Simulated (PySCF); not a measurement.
# [Ta3]+ at several levels of theory

Computed with PySCF 2.14.0 (density fitting, no spin-orbit coupling) at the geometry relaxed with r2SCAN:

```xyz
3
[Ta3]+ (triplet)
Ta    0.0000    0.0000    2.4037
Ta    0.0000    0.0000    0.0000
Ta    0.0000    0.0000   -2.4037
```

```
 level                    basis    state  HOMO (eV)  gap (eV)  charge on Ta1 (e)  dipole about the centre of mass (D)  largest force component (eV/Å)
r2SCAN   Ta def2-SVP with ECP60  triplet      -9.05      0.75               0.88                                 0.50                            0.45
r2SCAN  Ta def2-TZVP with ECP60  triplet      -9.00      0.75               0.47                                 0.55                            0.85
```

HOMO and gap are taken over both spins. Charges are Mulliken's, which hang on the basis. The relaxation used the grid (50, 194), these runs (75, 302) or, all-electron (x2c bases, spin-free X2C Hamiltonian), (99, 590).

Problem. Order these levels, in the first row's basis, by the HOMO–LUMO gap they give here, smallest first.
A. M06-L
B. wB97X
C. PBE
D. TPSSh

Solution. C (0.28 eV), A (0.57 eV), D (1.12 eV), B (5.97 eV).

Problem. And their other results?

Solution. 
```csv
level,state,HOMO (eV),gap (eV),charge on Ta1 (e),dipole about the centre of mass (D),largest force component (eV/Å)
wB97X,triplet,-11.42,5.97,0.79,0.19,1.26
TPSSh,triplet,-9.17,1.12,0.85,0.47,1.36
PBE,triplet,-8.90,0.28,0.78,0.17,0.62
M06-L,triplet,-8.82,0.57,0.72,0.57,0.14
```

No frequency check is given that shows the relaxed geometry to be a minimum. The relaxed state is spin-contaminated (spin squared 3.96 against 2.00). Open shells may have lower solutions than the one found.

A gap near or under zero over both spins lies within a partly filled shell and is no excitation energy.

Some runs are spin-contaminated.
